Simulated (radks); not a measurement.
Q: Species: Au3+. Configuration: [Kr] 4d10 4f14 5s1.75 5p6 5d8.25 (fractional occupations, a model configuration). Calculated with a radial shooting solver on a logarithmic mesh with Libxc functionals: scalar-relativistic Kohn-Sham, LDA (Slater exchange, Perdew-Wang correlation), spin-polarised, spherical densities, point nucleus; open shells are filled with parallel spins first (spin-orbit coupling, left out, can overturn this in heavy ions). Some entries of the table are withheld. Estimate them.

orbital,occ.,eigenvalue (eV),r(max) (bohr),<r> (bohr)
1s up,1,-80761.85,0.01042,0.01687
1s down,1,-80761.79,0.01042,0.01687
2s up,1,-14282.07,0.06020,0.07115
2s down,1,-14281.90,0.06020,0.07115
2p up,3,-12355.45,0.04982,0.06426
2p down,3,-12355.30,0.04982,0.06426
3s up,1,-3399.524,0.1697,0.1840
3s down,1,-3399.416,0.1697,0.1840
3p up,3,-2840.863,0.1691,0.1852
3p down,3,-2840.751,0.1691,0.1852
3d up,5,-2243.513,0.1376,0.1677
3d down,5,-2243.370,0.1376,0.1677
4s up,1,-766.8865,0.3827,0.4073
4s down,1,-766.6796,0.3827,0.4072
4p up,3,-583.6608,0.4029,0.4339
4p down,3,-583.4452,0.4029,0.4338
4d up,5,-363.7745,0.4104,0.4586
4d down,5,-363.5181,0.4104,0.4585
5s up,1,-146.3460,0.8460,0.9220
5s down,0.75,-145.1978,0.8450,0.9209
4f up,7,-119.4630,0.3748,0.4983
4f down,7,-119.1213,0.3748,0.4974
5p up,3,-97.1709,0.9487,(1)
5p down,3,-95.8972,0.9475,(2)
5d up,5,-41.8544,1.182,1.425
5d down,3.25,-40.6081,1.182,1.433

A: 
(1) 5p up <r> (bohr): 1.059
(2) 5p down <r> (bohr): 1.059
